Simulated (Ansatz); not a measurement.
Consider the redistribution: `BS` + `CC[O][InH][Cl]` → `CCOBS` + `[Cl][InH2]`.

Computed with Ansatz on PBE0-D4/def2-TZVP structures; ΔE is electronic, products minus reactants. CCSD(T)/CBS adds triple-zeta CCSD(T) − MP2 to the extrapolated MP2 energy (def2 sets, frozen cores). This one scheme is used for every species. Functionals use def2-TZVPP. B3LYP here is the variant with VWN-RPA as its local correlation; programs differ in this. def2 core potentials past Kr. For In outer-core shells are correlated without core-valence functions, which leaves a few kJ/mol of doubt a bond. Each species was taken in one conformer, which may not be the lowest.

```
             level  ΔE (kcal/mol)  difference from CCSD(T)/CBS
            PBE-D4          -22.1                         -1.7
         r2SCAN-D4          -22.7                         -2.3
           PBE0-D4          -24.0                         -3.6
          B3LYP-D4          -22.8                         -2.4
           ωB97X-V          -22.9                         -2.5
           ωB97M-V          -23.9                         -3.5
               PBE          -22.7                         -2.3
            r2SCAN          -22.8                         -2.4
              PBE0          -24.5                         -4.1
             B3LYP          -23.8                         -3.4
   CCSD/def2-TZVPP          -22.9                         -2.5
CCSD(T)/def2-TZVPP          -22.0                         -1.6
    MP2/def2-QZVPP          -20.4                          0.0
      HF/CBS(def2)          -26.1                         -5.7
     MP2/CBS(def2)          -19.8                          0.6
    CCSD/CBS(def2)          -21.4                         -1.0
       CCSD(T)/CBS          -20.4                            0
```

Largest T1 diagnostic among the species: 0.015.

In def2-TZVPP, CCSD(T) changes the Hartree–Fock value by +4.3 kcal/mol (the triples alone add +1.0 kcal/mol) and MP2 by +4.9 kcal/mol. The D4 term adds +1.0 kcal/mol with B3LYP and +0.5 kcal/mol with PBE0; it sums over pairs of atoms, weighted by their polarisabilities, and B3LYP, whose exchange is more repulsive, gets the larger term. From PBE to PBE0 (25 % exact exchange), in def2-TZVPP and without D4, ΔE moves by −1.8 kcal/mol.
